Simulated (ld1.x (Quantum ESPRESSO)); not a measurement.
# Reading a pseudo-wave (Rh)

Columns: radius, all-electron u(r) and pseudo u(r) of the 5p shell (level -0.85 eV) of rhodium in the configuration [Ar] 3d10 4s2 4p6 4d8 5s1 5p0; PBE, scalar-relativistic, PAW scheme, ld1.x (Quantum ESPRESSO) 7.5.

```csv
r (bohr),all-electron,pseudo
0.155,-0.0105,0.0006
0.310,-0.0914,0.0022
0.465,0.0029,0.0036
0.620,0.1063,0.0032
0.775,0.1541,-0.0008
0.930,0.1477,-0.0101
1.085,0.1062,-0.0260
1.240,0.0472,-0.0492
1.395,-0.0175,-0.0795
1.550,-0.0811,-0.1159
1.705,-0.1401,-0.1565
1.860,-0.1932,-0.1991
2.015,-0.2400,-0.2413
2.170,-0.2805,-0.2806
2.325,-0.3153,-0.3153
2.480,-0.3448,-0.3448
2.635,-0.3695,-0.3695
2.790,-0.3898,-0.3898
2.945,-0.4063,-0.4063
3.100,-0.4194,-0.4194
3.255,-0.4295,-0.4295
3.410,-0.4369,-0.4369
3.565,-0.4419,-0.4419
3.720,-0.4449,-0.4449
3.875,-0.4461,-0.4461
4.030,-0.4457,-0.4457
```

Question: How many radial nodes do the two functions have?

Answer: The all-electron 5p function has n − l − 1 = 3 (the table is too coarse to show those close to the nucleus); the pseudo-wave has 1, since 1 lower shell of the same l stays in the valence.

Question: At about which radius was the pseudo-wave matched?

Answer: 2.25 bohr, where the columns begin to agree (steps of 0.15 bohr).

Question: Is the pseudo-wave norm-conserving?

Answer: No, it belongs to a PAW set: the norm inside the radius is not constrained, and the difference is carried by the augmentation charge.
